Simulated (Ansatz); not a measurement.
Conformers of `O[Si](O)(O)[TeH]`, each relaxed with PBE0-D4/def2-TZVP in Ansatz. CBS adds the triple-zeta coupled-cluster correction to the MP2 limit.

Elements past krypton have def2 core potentials. Outer-core shells of Te are correlated without core-valence functions. Spin–orbit coupling is left out.

Not all of them had a frequency check.

Conformer A:

Cartesian coordinates in Å:
```
O 1.622 0.163 0.355
Si 0.042 -0.158 0.111
O -0.144 -1.777 0.252
O -0.775 0.720 1.214
Te -0.825 0.436 -2.145
H 2.260 -0.280 -0.207
H -1.035 -2.124 0.176
H -0.283 0.976 1.998
H -0.863 2.045 -1.755
```

Conformer B:

```xyz
9

O    -0.897   -1.124   -1.219
Si   -0.012   -0.404   -0.065
O     1.004   -1.581    0.417
O    -1.051    0.163    1.064
Te    1.421    1.510   -0.827
H    -1.683   -0.663   -1.514
H     1.726   -1.329    0.993
H    -0.718    0.829    1.669
H     0.211    2.599   -0.516
```

Q: Which is lowest in electronic energy at CCSD(T)/CBS (frozen core, def2 sets), and by how much? (Best estimate.)

A: The calculation gave: A; B lies 2.9 kJ/mol higher.

Q: Give the energies relative to A (kJ/mol) with B3LYP-D4/def2-TZVPP, ωB97M-V/def2-TZVPP, PBE0/def2-TZVPP, B3LYP/def2-TZVPP, HF/def2-TZVPP, MP2/CBS(def2), CCSD/CBS(def2). (An estimate is asked.)

A: Ansatz gave: 
```tsv
level	B
B3LYP-D4/def2-TZVPP	3.6
ωB97M-V/def2-TZVPP	3.9
PBE0/def2-TZVPP	3.1
B3LYP/def2-TZVPP	3.8
HF/def2-TZVPP	6.3
MP2/CBS(def2)	2.4
CCSD/CBS(def2)	3.5
```

B3LYP here is the variant with VWN-RPA as its local correlation; programs differ in this.
